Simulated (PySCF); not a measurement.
C11H12.
Structure used (PBE0-D3(BJ)/def2-SVP), in Å, numbered top down from 1:
```xyz
23
C11H12 angstrom
C      3.201    1.248   -1.349
C      2.954    0.051   -0.804
C      1.688   -0.423   -0.230
C      1.646   -1.691    0.368
C      0.461   -2.179    0.910
C     -0.699   -1.412    0.868
C     -0.689   -0.131    0.291
C     -1.917    0.703    0.258
C     -1.850    2.043    0.307
C     -3.238   -0.007    0.177
C      0.509    0.334   -0.263
H      2.442    2.032   -1.420
H      4.190    1.487   -1.747
H      3.772   -0.677   -0.764
H      2.554   -2.300    0.398
H      0.440   -3.170    1.371
H     -1.619   -1.809    1.302
H     -2.755    2.654    0.262
H     -0.899    2.569    0.415
H     -4.064    0.708    0.067
H     -3.433   -0.601    1.084
H     -3.262   -0.707   -0.673
H      0.510    1.306   -0.760
```

The closed-shell ground state was solved at several levels (PySCF, density fitting, gas phase, non-relativistic).

```json
{"level": "B3LYP/pcJ-1", "basis functions": "417", "HOMO (eV)": "-6.30", "LUMO (eV)": "-1.27", "gap (eV)": "5.03", "dipole (D)": "0.49"}
{"level": "PBE0/pcSseg-1", "basis functions": "247", "HOMO (eV)": "-6.53", "LUMO (eV)": "-1.13", "gap (eV)": "5.40", "dipole (D)": "0.49"}
{"level": "CAM-B3LYP/pcSseg-1", "basis functions": "247", "HOMO (eV)": "-7.65", "LUMO (eV)": "-0.04", "gap (eV)": "7.61", "dipole (D)": "0.48"}
```

Task: Estimate the row for PBE0/def2-SVPD, a basis of 316 functions; the other rows only guide the guess.

Result: HOMO -6.53 eV, LUMO -1.16 eV, gap 5.37 eV, dipole 0.50 D.

Task: Over all these levels, which gives the widest orbital gap and which the narrowest?

Result: CAM-B3LYP/pcSseg-1 (range-separated hybrid) has the widest, 7.61 eV, and B3LYP/pcJ-1 (global hybrid, 20 % exact exchange) the narrowest, 5.03 eV. Functional and basis both differ between the two, so the spread mixes both effects.

Task: How far do the dipole and the HOMO energy spread over the levels?

Result: The dipole runs from 0.48 to 0.50 D (mean 0.49 D) and the HOMO from -7.65 to -6.30 eV.

One conformer stands for the species.
